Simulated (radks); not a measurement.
Fractional charge and spin in the 3s shell of magnesium: the spin-up occupation runs from 0 to 1 and the spin-down occupation from 0 to 1; the fullest corner is Mg, [Ne] 3s(up 1, down 1). Method: non-relativistic Kohn-Sham, LDA (Slater exchange, Perdew-Wang correlation), spin-polarised, spherical densities, point nucleus; computed with a radial shooting solver on a logarithmic mesh with Libxc functionals. Energy (eV) minus the two flat planes that join the four corners (they meet along the diagonal where the two added fractions sum to one electron); zero is where a piecewise linear energy would lie.

down \ up       0    0.25     0.5    0.75       1
0           0.000  -0.579  -0.810  -0.623   0.000
0.25       -0.579  -0.694  -0.430   0.250  -0.551
0.5        -0.810  -0.430   0.330  -0.410  -0.740
0.75       -0.623   0.250  -0.410  -0.678  -0.556
1           0.000  -0.551  -0.740  -0.556   0.000

Corners above the fullest one (they belong to Mg+ and the next ion): (up 1, down 0) 7.726 eV, (up 0, down 1) 7.726 eV, (up 0, down 0) 23.074 eV. With half an added electron in each spin the energy lies 0.330 eV from the planes (fractional-spin error, the static-correlation error of a stretched bond), and with half an added electron in spin up alone -0.810 eV (fractional-charge error). For a frontier s shell over closed shells the exact functional lies on the planes.
